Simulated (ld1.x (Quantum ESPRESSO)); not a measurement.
# How hard is this O (Z = 8) ultrasoft potential?

O (Z = 8), ultrasoft, made with ld1.x (Quantum ESPRESSO) 7.5 (PBEsol, scalar-relativistic). Core [He], reference 2s2 2p4. Waves: 2s (bound): rcut 0.90, rcutus 0.95 bohr; 2s channel at -1.3 Ry: rcut 0.90, rcutus 0.95 bohr; 2p (bound): rcut 1.30, rcutus 1.80 bohr; 2p channel at 0.05 Ry: rcut 1.30, rcutus 1.80 bohr; 3d channel at -0.15 Ry: rcut 1.20, rcutus 1.55 bohr. Local part: all-electron potential smoothed inside 1.40 bohr (lloc = -1). Core correction: none. Augmentation charge: built from norm-conserving waves at rcut, not smoothed further.

The pseudo-atom Hamiltonian at the reference potential is diagonalised in spherical Bessel functions j_l(qr) that vanish at 20 bohr, with q² up to the cutoff. All-electron valence levels (Ry): 2s -1.7499, 2p -0.6596.

How do the lowest levels (Ry) of each channel move with the cutoff, and are there ghosts?

| cutoff (Ry) | s #1 | p #1 | p #2 | d #1 | f #1 | f #2 | Σ f·Δε (mRy) |
| --- | --- | --- | --- | --- | --- | --- | --- |
| 8 | -1.6637 | -0.4415 | 0.0427 | 0.0794 | 0.1207 | 0.2626 | 1045.1 |
| 10 | -1.7076 | -0.5350 | 0.0417 | 0.0794 | 0.1207 | 0.2626 | 583.0 |
| 15 | -1.7425 | -0.6420 | 0.0406 | 0.0794 | 0.1207 | 0.2626 | 85.3 |
| 18 | -1.7485 | -0.6536 | 0.0404 | 0.0794 | 0.1207 | 0.2626 | 26.8 |
| 25 | -1.7497 | -0.6593 | 0.0403 | 0.0794 | 0.1207 | 0.2626 | 1.7 |
| 30 | -1.7497 | -0.6593 | 0.0403 | 0.0794 | 0.1207 | 0.2626 | 1.5 |
| 40 | -1.7497 | -0.6595 | 0.0403 | 0.0794 | 0.1207 | 0.2626 | 0.7 |
| 45 | -1.7497 | -0.6596 | 0.0403 | 0.0794 | 0.1207 | 0.2626 | 0.5 |
| 400 | -1.7499 | -0.6596 | 0.0403 | 0.0794 | 0.1207 | 0.2626 | 0.0 |

Result: no extra level below or beside the all-electron valence levels (s, p, d, f tested); 10 mRy is reached at 21 Ry and 1 mRy at 35 Ry.

Its largest configuration-test error is +534 meV.
